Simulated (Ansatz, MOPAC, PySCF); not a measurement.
A series of substituents X on one scaffold: BH2-X. All species are isolated molecules in the gas phase. One relaxed conformer stands for each flexible species; it need not be the lowest. Strings in code marks are SMILES.

Quantity: vertical ionisation energy (energy after one electron is removed minus that of the parent at the parent's geometry), in eV.

Level 1: frozen-core CCSD(T)/cc-pVTZ // M06-2X/def2-TZVP (Ansatz, a first-principles code)
Level 2: PBE-D3(BJ)/def2-TZVP // M06-2X/def2-TZVP (PySCF)
Level 3: B3LYP/6-31G* // M06-2X/def2-TZVP (PySCF)
Level 4: minus the HOMO energy of PM7 // M06-2X/def2-TZVP (MOPAC)

```tsv
species	level 1	level 2	level 3	level 4
`BC=O`	10.00	9.85	9.84	9.76
`[BH2][AlH2]`	___	9.61	9.75	___
`BCF`	11.94	11.29	___	11.73
```

Question: Fill in the missing entries.

Answer: 
- `[BH2][AlH2]`, level 1: 9.94
- `[BH2][AlH2]`, level 4: 10.34
- `BCF`, level 3: 11.43
